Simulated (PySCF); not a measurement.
Compound: C2H7FSn.
Structure used (PBE0-D3(BJ)/def2-SVP), in Å, numbered top down from 1:
```
atom  x, y, z in Å
C1    -1.2931    0.2591   -0.2325
C2    -0.0018    1.0299   -0.1188
F3     0.0135    1.7376    1.0733
Sn4    1.7888   -0.2289   -0.1451
H5    -2.1537    0.9419   -0.1394
H6    -1.3595   -0.2401   -1.2116
H7    -1.3826   -0.5071    0.5524
H8     0.0749    1.7636   -0.9404
H9     2.0127   -0.9180   -1.7027
H10    3.1593    0.7084    0.2704
H11    1.5692   -1.4841    1.0036
```

Computed with PBE0-D3(BJ)/def2-SVP geometry optimisation, gas phase, def2 core potentials past Kr in PySCF 2.14.0.

(1) Which atoms are bound to Sn4, and at what distances?

(2) List the angles at Sn4.

(3) What is the shape at Sn4?

(4) What are the other bond lengths?

(5) Give some angles away from the centre.

(6) What are the rotational constants (commonest isotopes, rigid rotor)?

Answers

(1) 4 atoms: H10 1.712 Å, H11 1.716 Å, H9 1.718 Å, C2 2.189 Å. The nearest atom not counted as bound is H8, at 2.75 Å.

(2) 
| angle | degrees | distance of the outer atoms (Å) |
| --- | --- | --- |
| C2–Sn4–H9 | 110.4 | 3.22 |
| H10–Sn4–H11 | 109.9 | 2.81 |
| C2–Sn4–H10 | 109.7 | 3.20 |
| H9–Sn4–H10 | 109.6 | 2.80 |
| H9–Sn4–H11 | 109.3 | 2.80 |
| C2–Sn4–H11 | 107.9 | 3.17 |

(3) Tetrahedral: angles from 107.9° to 110.4°; τ4 = (360° − α − β)/141° = 0.99 with α and β the two widest (0 for a square, 1 for a tetrahedron).

(4) C1–C2 1.508 Å; C2–F3 1.386 Å; C1–H5, C1–H6, C1–H7 1.101 Å; C2–H8 1.104 Å.

(5) C1–C2–F3 109.6°, C1–C2–Sn4 113.9°, F3–C2–Sn4 107.1°.

(6) A = 7836, B = 2014, C = 1715 MHz: a near-prolate asymmetric top.

Point group: C1 (no symmetry element, even within 0.4 Å). Charge 0, singlet. Whether it is a minimum is left open (no frequencies).
